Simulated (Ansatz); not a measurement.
Harmonic frequencies (cm⁻¹) at PBE0-D4/def2-TZVP from Ansatz: 78, 133, 188, 393, 416, 419, 601, 741, 773, 813, 841, 2155, 2192, 2716, 2716.

Each molecule was computed in one conformer, which needn't be the lowest.

**Question.** Which molecule is it?
A. `S[S][GeH3]`
B. `[F][GeH]([SH])[Cl]`
C. `[GeH3][GeH3]`
D. `[SH][GeH2][SH]`

**Answer.** D.
